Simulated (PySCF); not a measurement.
# Polarisability and C₆ of Re⁺ (rhenium, charge +1)

[Xe] 4f14 5d5 6s1, high-spin 7S determinant. Calculation: PySCF 2.14, in aug-cc-pwCVTZ-PP with ECP60MDF; a scalar-relativistic core potential. Coupled (time-dependent) response in atomic units; α is the mean over directions.

```csv
method,mean α (bohr³),C₆ (like pair),S(−4)
PBE0,31.25,263.1,382.0
```

S(−4) is the Cauchy moment in α(ω) = α(0) + S(−4) ω² + …

α(iu) at PBE0:

```tsv
u (hartree)	α(iu) (bohr³)
0	31.25
0.0500	30.33
0.100	27.96
0.200	21.90
0.300	16.90
0.500	10.97
0.750	7.347
1.00	5.374
1.50	3.298
2.00	2.241
3.00	1.221
5.00	0.5157
```

A single London oscillator, α(iu) = α/(1 + u²/ω²), gives C₆ = (3/4) ω α². Matching the computed C₆ needs ω = 4 × 263.1 / (3 × 31.25²) = 0.359 hartree.

For an ion, C₆ is the dispersion term alone; charge-induced terms of lower order in 1/R come first.

Energies and moments cover only the electrons outside the core potential. Spin-orbit coupling, which splits the p, d and f shells strongly at this Z, is absent.
